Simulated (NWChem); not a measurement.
C3H3 cation

```xyz
6

C      0.0000     0.0000    -1.3389
C      0.0000     0.0000    -0.1036
C      0.0000     0.0000     1.2444
H      0.0000     0.0000    -2.4262
H      0.0000     0.9468     1.8075
H      0.0000    -0.9468     1.8075
```
Atoms are numbered in this order, from 1.

Program: NWChem. Coordinates come from a PBE0/def2-SVP optimisation. Level B3LYP/def2-SVP: energy and gradient on several grids; changes count from the extra-fine grid, which is no exact limit either.

Question: Which is the coarsest grid (xcoarse; coarse; medium; fine; xfine) from which on the energy stays within 100 μHa and each gradient component within 200 μHa/bohr of xfine?

Answer: coarse.
| grid | size of the energy change (μHa) | largest change of a gradient component (μHa/bohr) |
|---|---|---|
| xcoarse | 60 | 4000 |
| coarse | < 10 | 30 |
| medium | < 10 | < 30 |
| fine | < 10 | < 30 |
| xfine | < 10 | < 30 |
